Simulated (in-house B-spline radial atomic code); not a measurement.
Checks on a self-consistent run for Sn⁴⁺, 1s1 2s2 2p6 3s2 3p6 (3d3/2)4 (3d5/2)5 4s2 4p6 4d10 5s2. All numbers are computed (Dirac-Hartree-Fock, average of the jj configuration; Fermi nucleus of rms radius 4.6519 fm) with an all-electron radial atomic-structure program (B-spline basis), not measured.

| orbital | q | ε (Eh) | <1/r> | <r²> | small-component weight |
| --- | --- | --- | --- | --- | --- |
| 1s1/2 | 1 | -1109.99226 | 53.3092 | 0.00113735 | 0.034001 |
| 2s1/2 | 2 | -175.78898 | 12.6075 | 0.0179447 | 0.0074735 |
| 2p1/2 | 2 | -165.96918 | 12.5303 | 0.0132202 | 0.0074174 |
| 2p3/2 | 4 | -156.78805 | 11.66 | 0.0144769 | 0.0070874 |
| 3s1/2 | 2 | -38.08238 | 4.51208 | 0.123746 | 0.0022201 |
| 3p1/2 | 2 | -33.67476 | 4.42167 | 0.117422 | 0.0021567 |
| 3p3/2 | 4 | -31.80274 | 4.20471 | 0.125314 | 0.0020638 |
| 3d3/2 | 4 | -23.69484 | 4.06406 | 0.105161 | 0.0019532 |
| 3d5/2 | 5 | -23.29510 | 3.9816 | 0.110533 | 0.0019031 |
| 4s1/2 | 2 | -8.43700 | 1.78149 | 0.689375 | 0.00060471 |
| 4p1/2 | 2 | -6.76608 | 1.67648 | 0.758004 | 0.00054764 |
| 4p3/2 | 4 | -6.41594 | 1.61142 | 0.805615 | 0.00052229 |
| 4d3/2 | 4 | -3.58307 | 1.38098 | 1.05644 | 0.00040129 |
| 4d5/2 | 6 | -3.51667 | 1.38271 | 1.08417 | 0.00041193 |
| 5s1/2 | 2 | -2.03763 | 0.665762 | 4.20442 | 0.0001152 |

Electron-electron repulsion V_ee = 2078.6323 hartree.

Task: What total energy follows from the eigenvalues?

Result: The eigenvalues count the repulsion twice, so E = Σqε - V_ee = -2998.218 - 2078.632 = -5076.851 hartree; the run printed -5076.851.

Task: Does the Dirac virial theorem hold?

Result: For a point nucleus E = -2c²Σq·w, with w the small-component weight. Here Σq·w = 0.13517 and c = 137.0360, so the ratio E/(-2c²Σq·w) is 1.000034; the finite nucleus accounts for the departure from 1.

Task: What diamagnetic shielding (Lamb formula) and susceptibility (Langevin formula) do the radii give?

Result: σ = (α²/3)Σq<1/r> = 249.589/(3·137.036²) = 4430.3 ppm, and χ = -0.79199×10⁻⁶·Σq<r²> = -21.65×10⁻⁶ cm³/mol with Σq<r²> = 27.335 bohr². Both are non-relativistic formulas without the paramagnetism of open shells.
